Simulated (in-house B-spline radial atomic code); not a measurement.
A fraction x of an electron is added to 2p in neutral boron, starting from [He] 2s2 2p1 and keeping the highest spin. All numbers are computed (non-relativistic HSE06, spin-polarised, spherical fractional occupations; point nucleus) with a radial B-spline atomic code at the basis-set limit, not measured.

Caution: exact exchange at fractional occupations of open shells leaves self-interaction of up to several eV.

| x | E(x) - E(0) (eV) | 2p up level (eV) |
| --- | --- | --- |
| 0 | 0.0000 | -3.860 |
| 0.1 | -0.3498 | -3.141 |
| 0.2 | -0.6292 | -2.452 |
| 0.3 | -0.8413 | -1.795 |
| 0.4 | ? | ? |
| 0.5 | ? | ? |
| 0.6 | -1.1102 | -0.065 |

What belongs in the row x = 0.4?

An energy change of -0.9895 eV; 2p up at -1.175 eV.

What belongs in the row x = 0.5?

An energy change of -1.0777 eV; 2p up at -0.595 eV.

Check Janak's theorem between x = 0.1 and 0.2.

The slope of the energy is -2.79 eV; the orbital levels give -2.80 eV (ε of the filling orbital, averaged over the two points).
